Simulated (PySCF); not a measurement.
# Working out the ionisation energy of Ar(2+)

Ar(2+) [Ne] 3s2 3p4 (3P) → Ar(3+) [Ne] 3s2 3p3 (4S). Calculation: PySCF 2.14, in dyall-av3z; no relativity, point nucleus. Frozen: [Ne]; the 26 highest virtual orbitals dropped. Energies in hartree (1 hartree = 27.21139 eV):

```tsv
part	Ar(2+) (lower)	Ar(3+) (upper)
UHF	-525.312928	-523.865487
MP2 opposite-spin	-0.104089	-0.076795
MP2 same-spin	-0.030486	-0.027363
```

Problem. What does Hartree-Fock give?

Solution. (-523.865487) − (-525.312928) = 1.447441 hartree = 39.387 eV.

Problem. What do MP2 and SCS-MP2 (6/5 opposite-spin, 1/3 same-spin) give?

Solution. The opposite-spin parts differ by 0.743 eV and the same-spin parts by 0.085 eV. MP2: 39.387 + (0.743) + (0.085) = 40.215 eV. SCS-MP2: 39.387 + 1.2 × (0.743) + (0.085)/3 = 40.307 eV.

A first-order spin-orbit estimate adds 0.062 eV to MP2 (valence), giving 40.277 eV against 40.735 ± 0.012 eV (semi-empirical (NIST evaluation); NIST Atomic Spectra Database, ionization energies).

What remains against the reference includes basis incompleteness, the frozen core and correlation beyond second order.
